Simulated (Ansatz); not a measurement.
Several settings on one geometry of Ag₂Se⁻ (that of the charge -1 doublet, r2SCAN-D4/def2-TZVPD). Ansatz on 4 threads of Arm Neoverse V2 on a shared host; times are rough.

```xyz
3

Ag   -0.5442    0.6079   -1.2949
Ag    0.7471    0.7570    1.1008
Se   -0.2028   -1.3649    0.1942
```

Totals from different functionals, basis sets or treatments of relativity can't be compared as stabilities.

In the def2 sets Ag takes a core potential; there is no spin–orbit coupling. LC-ωPBE has ω = 0.4 bohr⁻¹. B3LYP takes the VWN-RPA correlation.

The spins typed aren't always the lowest for that charge.

Problem. Give the basis size and estimate the energy, ⟨S²⟩ and time of these runs.

| run | method | charge | state | further keys |
| --- | --- | --- | --- | --- |
| 1 | UKS B3LYP/def2-TZVP | -1 | doublet | scf: {omitted_lower_state_checks: [starts]}; forces asked |
| 2 | UKS LDA (SPW92)/def2-TZVPD | -1 | doublet | forces asked |
| 3 | UKS LC-ωPBE/def2-SVPD | -1 | doublet | final_grid: {core_spheres: 5, valence_spheres: 4, degree: 11}; scf: {omitted_lower_state_checks: [starts]}; forces asked |
| 4 | UKS PBE0/def2-SVPD | -1 | quartet | forces asked |

Solution. 
```json
{"run": "1", "functions": "128", "energy (Eh)": "-2695.7843", "⟨S²⟩": "0.75", "wall time": "3.9 s"}
{"run": "2", "functions": "137", "energy (Eh)": "-2691.7356", "⟨S²⟩": "0.75", "wall time": "7.5 s"}
{"run": "3", "functions": "109", "energy (Eh)": "-2694.9649", "⟨S²⟩": "0.77", "wall time": "2.1 s"}
{"run": "4", "functions": "109", "energy (Eh)": "-2694.9244", "⟨S²⟩": "3.76", "wall time": "7 s"}
```

The highest occupied level of an anion often lies above zero with these methods, and sets without diffuse functions describe the outer electron poorly.
